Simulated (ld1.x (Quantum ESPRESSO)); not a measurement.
## An all-electron radial function and its pseudo partner (copper (Cu))

Columns: radius, all-electron u(r) and pseudo u(r) of the 3d shell (level -9.13 eV) of copper in the configuration [Ne] 3s2 3p6 3d10 4s0.5 4p0; PBE, scalar-relativistic, TM scheme, ld1.x (Quantum ESPRESSO) 7.5.

| r (bohr) | all-electron | pseudo |
| --- | --- | --- |
| 0.057 | 0.0276 | 0.0046 |
| 0.115 | 0.1393 | 0.0363 |
| 0.172 | 0.3009 | 0.1127 |
| 0.230 | 0.4753 | 0.2418 |
| 0.288 | 0.6326 | 0.4123 |
| 0.345 | 0.7581 | 0.5977 |
| 0.402 | 0.8524 | 0.7734 |
| 0.460 | 0.9179 | 0.9182 |
| 0.518 | 0.9565 | 1.0142 |
| 0.575 | 0.9730 | 1.0592 |
| 0.632 | 0.9732 | 1.0628 |
| 0.690 | 0.9608 | 1.0368 |
| 0.747 | 0.9400 | 0.9951 |
| 0.805 | 0.9128 | 0.9467 |
| 0.862 | 0.8823 | 0.8998 |
| 0.920 | 0.8489 | 0.8560 |
| 0.977 | 0.8151 | 0.8171 |
| 1.035 | 0.7804 | 0.7807 |
| 1.092 | 0.7467 | 0.7467 |
| 1.150 | 0.7130 | 0.7130 |
| 1.208 | 0.6804 | 0.6804 |
| 1.265 | 0.6494 | 0.6494 |
| 1.322 | 0.6197 | 0.6197 |
| 1.380 | 0.5907 | 0.5907 |
| 1.438 | 0.5631 | 0.5631 |
| 1.495 | 0.5372 | 0.5372 |

How many radial nodes do the two functions have?

The all-electron 3d function has n − l − 1 = 0; the pseudo-wave has 0.

At about which radius was the pseudo-wave matched?

1.15 bohr. The columns agree to 0.0005 from 1.03 bohr on; several derivatives are matched, so the curves merge somewhat inside the radius.

Is the pseudo-wave norm-conserving?

Yes: the TM scheme keeps the norm inside the radius equal to the all-electron one, which fixes the energy derivative of the logarithmic derivative at the level.
